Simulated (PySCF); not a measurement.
An equivalent PySCF input for Se³⁺ (selenium, charge +3), [Ar] 3d10 4s2 4p1, 2P determinant, with scalar relativity through the core potential:

```python
from pyscf import gto, scf, dft, mp, cc
import basis_set_exchange as bse
txt = bse.get_basis("aug-cc-pwCVQZ-PP", elements=["Se"], fmt="nwchem", header=False)
cut = txt.index("\nECP")
mol = gto.M(atom="Se 0 0 0", charge=3, spin=1, symmetry="D2h",
            basis=gto.basis.parse(txt[:cut]),
            ecp={"Se": gto.basis.parse_ecp(txt[cut:])})
mf = scf.UHF(mol)
mf.irrep_nelec = {'Ag': (4, 4), 'B1g': (1, 1), 'B2g': (1, 1), 'B3g': (1, 1), 'B1u': (1, 1), 'B2u': (2, 1), 'B3u': (1, 1)}
mf.kernel()
```

It reaches the same state as the run whose output follows, and the same energy. The run itself started from symmetry-adapted Hartree-Fock orbitals and held the occupation by maximum overlap, so the iterations belong to that start.

```
SCF conv_tol = 1e-09
number electrons alpha = 11  beta = 10
cycle= 1 E= -369.645120059676  delta_E= -0.00428  |g|= 0.025  |ddm|= 0.0575
cycle= 2 E= -369.645551024578  delta_E= -0.000431  |g|= 0.0085  |ddm|= 0.0256
cycle= 3 E= -369.645607995649  delta_E= -5.7e-05  |g|= 0.000491  |ddm|= 0.0144
cycle= 4 E= -369.645608100872  delta_E= -1.05e-07  |g|= 0.000223  |ddm|= 0.00134
cycle= 5 E= -369.645608107474  delta_E= -6.6e-09  |g|= 3.61e-05  |ddm|= 0.000207
cycle= 6 E= -369.645608107916  delta_E= -4.42e-10  |g|= 2.74e-06  |ddm|= 0.00015
converged SCF energy = -369.645608107916  <S^2> = 0.75763067  2S+1 = 2.0076162
```

Energies and moments cover only the electrons outside the core potential.
